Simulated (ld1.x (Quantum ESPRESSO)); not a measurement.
An all-electron radial function and its pseudo partner (fluorine (F))

Columns: radius, all-electron u(r) and pseudo u(r) of the 2s shell (level -47.24 eV) of fluorine in the configuration [He] 2s2 2p4; Wu–Cohen, scalar-relativistic, RRKJ scheme, ld1.x (Quantum ESPRESSO) 7.5.

```json
{"r (bohr)": "0.060", "all-electron": "0.4305", "pseudo": "-0.0831"}
{"r (bohr)": "0.120", "all-electron": "0.4393", "pseudo": "-0.1662"}
{"r (bohr)": "0.180", "all-electron": "0.2600", "pseudo": "-0.2500"}
{"r (bohr)": "0.240", "all-electron": "0.0140", "pseudo": "-0.3369"}
{"r (bohr)": "0.300", "all-electron": "-0.2367", "pseudo": "-0.4324"}
{"r (bohr)": "0.360", "all-electron": "-0.4624", "pseudo": "-0.5433"}
{"r (bohr)": "0.420", "all-electron": "-0.6508", "pseudo": "-0.6705"}
{"r (bohr)": "0.480", "all-electron": "-0.7989", "pseudo": "-0.8004"}
{"r (bohr)": "0.540", "all-electron": "-0.9083", "pseudo": "-0.9083"}
{"r (bohr)": "0.600", "all-electron": "-0.9831", "pseudo": "-0.9831"}
{"r (bohr)": "0.660", "all-electron": "-1.0281", "pseudo": "-1.0281"}
{"r (bohr)": "0.720", "all-electron": "-1.0487", "pseudo": "-1.0487"}
{"r (bohr)": "0.780", "all-electron": "-1.0497", "pseudo": "-1.0497"}
{"r (bohr)": "0.840", "all-electron": "-1.0352", "pseudo": "-1.0352"}
{"r (bohr)": "0.900", "all-electron": "-1.0090", "pseudo": "-1.0090"}
{"r (bohr)": "0.960", "all-electron": "-0.9741", "pseudo": "-0.9741"}
{"r (bohr)": "1.020", "all-electron": "-0.9331", "pseudo": "-0.9331"}
{"r (bohr)": "1.080", "all-electron": "-0.8881", "pseudo": "-0.8881"}
{"r (bohr)": "1.140", "all-electron": "-0.8405", "pseudo": "-0.8405"}
{"r (bohr)": "1.200", "all-electron": "-0.7918", "pseudo": "-0.7918"}
{"r (bohr)": "1.260", "all-electron": "-0.7428", "pseudo": "-0.7428"}
{"r (bohr)": "1.320", "all-electron": "-0.6944", "pseudo": "-0.6944"}
{"r (bohr)": "1.380", "all-electron": "-0.6471", "pseudo": "-0.6471"}
{"r (bohr)": "1.440", "all-electron": "-0.6013", "pseudo": "-0.6013"}
{"r (bohr)": "1.500", "all-electron": "-0.5574", "pseudo": "-0.5574"}
{"r (bohr)": "1.560", "all-electron": "-0.5155", "pseudo": "-0.5155"}
```

**Question.** How many radial nodes do the two functions have?

**Answer.** The all-electron 2s function has n − l − 1 = 1; the pseudo-wave has 0, since the states of the same l below it are removed with the core.

**Question.** At about which radius was the pseudo-wave matched?

**Answer.** 0.55 bohr, where the columns begin to agree (steps of 0.06 bohr).

**Question.** Where does each function peak?

**Answer.** Outermost all-electron maximum near 0.78 bohr, pseudo maximum near 0.78 bohr (to the table’s step).

**Question.** Is the pseudo-wave norm-conserving?

**Answer.** Yes: the RRKJ scheme keeps the norm inside the radius equal to the all-electron one, which fixes the energy derivative of the logarithmic derivative at the level.
